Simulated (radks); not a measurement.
Values are calculated unless marked as measured or tabulated.
Valence configurations of the hafnium ion Hf3+ (all share [Xe]). Code: a radial shooting solver on a logarithmic mesh with Libxc functionals. Model: Dirac Kohn-Sham, PBE, spin-unpolarised, spherical densities, finite nucleus; open shells fill j = l - 1/2 first; Fermi nuclear charge, rms radius 5.347 fm. Energies are relative to 4f14 5d1; eigenvalues in eV.

valence           E (eV)  e(4f5/2)  e(4f7/2)  e(5d3/2)  e(6p1/2)  e(6p3/2)
4f14 5d1           0.000   -44.918   -43.170   -27.448         -         -
4f14 5d0.5 6s0.5   0.881   -46.593   -44.843   -28.586         -         -
4f14 6p1           7.974   -49.415   -47.663         -   -21.946         -
4f13.5 5d1 6s0.5   9.771   -50.709   -48.919   -29.586         -         -
4f13 5d1 6s1      21.912   -56.779   -54.947   -31.793         -         -
4f13 6s2          25.981   -60.496   -58.660         -         -         -
4f13 5d1 6p1      28.137   -57.858   -56.025   -32.649   -22.562         -
4f13 6s1 6p1      32.465   -61.562   -59.726         -   -23.769         -
4f11 6s1 6p3      130.31   -91.071   -89.060         -   -28.201   -26.313
4f11 6s0.5 6p3.5  135.06   -91.764   -89.752         -   -28.510   -26.610

NIST lists [Xe] 4f14 5d1 as the ground configuration; this level of theory agrees among the configurations tried. The energies are those of spherical spin-averaged densities, not of single terms.
